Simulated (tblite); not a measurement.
Species: C₅H₂FO₃S (doublet state).
Atom-mapped SMILES: `[O:1]=[C:2][O:3][C:4]1=[CH:5][S:6][C@@H:7]([F:8])[C:9]1=[O:10]` (hydrogens: H11 on C5; H12 on C7)

Geometry (GFN2-xTB, Å), atoms numbered from 1 in this order:
```xyz
12
C5H2FO3S angstrom
O      3.291    0.494   -0.199
C      2.840   -0.524    0.230
O      1.667   -1.018    0.378
C      0.503   -0.285    0.072
C      0.449    0.898   -0.573
S     -1.125    1.569   -0.760
C     -1.904    0.124    0.049
F     -2.733   -0.510   -0.817
C     -0.771   -0.832    0.516
O     -0.992   -1.838    1.130
H      1.287    1.457   -0.950
H     -2.510    0.465    0.897
```

Calculated harmonic vibrations of the isolated species, GFN2-xTB (tblite), most abundant isotopes, no scaling. Errors from tens to a few hundred cm⁻¹ against measured bands are possible. One conformer, not necessarily the lowest. Open shells enter through the occupations alone, without spin polarisation, and single modes of such species can be off by tens of per cent.

Harmonic wavenumbers (cm⁻¹): 27.7, 50.5, 126.9, 173.7, 219.3, 235.4, 295.0, 367.9, 412.2, 441.8, 478.3, 527.6, 659.9, 703.0, 751.6, 788.3, 821.5, 873.5, 908.6, 1029.0, 1067.6, 1102.3, 1123.6, 1221.9, 1230.0, 1523.8, 1762.1, 1866.1, 2928.9, 3122.6.

A = 2101, B = 846.7, C = 627.5 MHz; mass 160.971 u (most abundant isotopes); point group C1, symmetry number 1; spin multiplicity 2.

Problem. Zero-point energy?

Solution. ½Σν̃ = 13420 cm⁻¹ = 160.54 kJ/mol.

Problem. Entropy at 350 K, 1 bar (ideal gas, RRHO, classical rotation)?

Solution. Translation 175.56, rotation 127.71, vibration 134.04, spin (R ln 2) 5.76: S = 443.1 J/(mol K).

Problem. And Cp and H(350 K) − H(0)?

Solution. Cp = 158.44 J/(mol K), of which vibrations give 125.18 (their classical limit is 30 R = 249.4); H(350 K) − H(0) = 35.01 kJ/mol without the zero-point energy, 23.37 from vibrations.

Problem. Which modes carry the vibrational entropy at 350 K?

Solution. 27.7 cm⁻¹: 26.38; 50.5 cm⁻¹: 21.40; 126.9 cm⁻¹: 13.82; 173.7 cm⁻¹: 11.29; 219.3 cm⁻¹: 9.45; 235.4 cm⁻¹: 8.90 J/(mol K); the other 24 give 42.79 together.

Problem. What must be added to the electronic energy to get the Gibbs energy at 350 K and 1 bar?

Solution. ZPE + [H(350 K) − H(0)] − T·S = 160.54 + 35.01 − 155.08 = 40.47 kJ/mol.

Problem. How do the functions run with temperature in this model?

Solution. 
```tsv
T (K)	S (J/(mol K))	Cp (J/(mol K))	H − H(0) (kJ/mol)	G − H(0) (kJ/mol)	ln q(vib)
50	262.2	53.8	2.18	-10.93	0.90
100	305.6	73.7	5.37	-25.19	2.14
298.15	418.9	143.5	27.17	-97.72	6.89
373.15	453.4	164.5	38.74	-130.45	8.62
500	505.6	191.9	61.45	-191.35	11.43
750	590.4	225.0	114.01	-328.78	16.51
1000	657.9	243.3	172.75	-485.11	20.98
```

q(vib) and H(0) count from the zero-point level.

Problem. Blend soft modes into free rotors: weight 1/[1 + (100 cm⁻¹/ν̃)⁴] for the oscillator and the rest for a rotor with moment μB/(μ + B), μ = h/(8π²ν), B = 10⁻⁴⁴ kg m². What vibrational entropy results?

Solution. 119.40 J/(mol K) in place of 134.04, which changes −T·S at 350 K by +5.12 kJ/mol.

Hindered rotation and anharmonicity are outside this model. Other conformers, if any are populated, would add a mixing term that is left out. The structure is chiral; the term R ln 2 for an equal mix with its mirror image is left out.
